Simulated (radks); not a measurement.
Question: Coherent X-ray form factor from a spherical all-electron density. All-electron calculation, Dirac Kohn-Sham, PBEsol, spin-unpolarised, spherical densities, finite nucleus; Fermi nuclear charge, rms radius of each element as measured or else 0.836 A^(1/3) + 0.57 fm. Program: a radial shooting solver on a logarithmic mesh with Libxc functionals.

sin(theta)/lambda (1/angstrom),f0 (electrons)
0.05,71.342
0.1,69.483
0.15,66.722
0.2,63.420
0.25,59.899
0.3,56.391
0.4,49.891
0.5,44.315
0.6,39.582
0.8,31.968
1,26.169
1.25,21.039
1.5,17.770
2,14.052

The species is in the configuration that NIST lists as its ground one. Which atom or ion scatters so?

Answer: The rhenium ion Re3+, [Xe] 4f14 5d4. Extrapolating in s^2 from the first two rows gives f0(0) = 72.0, near the electron count 72; among species with that count, the fall with angle is slower the higher Z, and the table is that of Z = 75; from so few rows the species is fixed only to a neighbour or two.
